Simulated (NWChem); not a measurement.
Molecule: AlH3; SMILES [AlH3]

```xyz
4

Al     0.0000     0.0000     0.0000
H      1.1243     1.1243     0.0000
H      0.4115    -1.5358     0.0000
H     -1.5358     0.4115     0.0000
```
Atoms are numbered in this order, from 1.

All runs use the structure optimised with PBE0/def2-SVP.

Question: Give the principal values of the shielding tensors (ppm) of Al1 from B3LYP/pcSseg-2, GIAO (NWChem), with their diamagnetic and paramagnetic parts as GIAO splits them.

Answer: 
```csv
atom,σ11,σ22,σ33,isotropic,diamagnetic,paramagnetic
Al1,203.9,203.9,396.8,268.2,793.0,-524.9
```
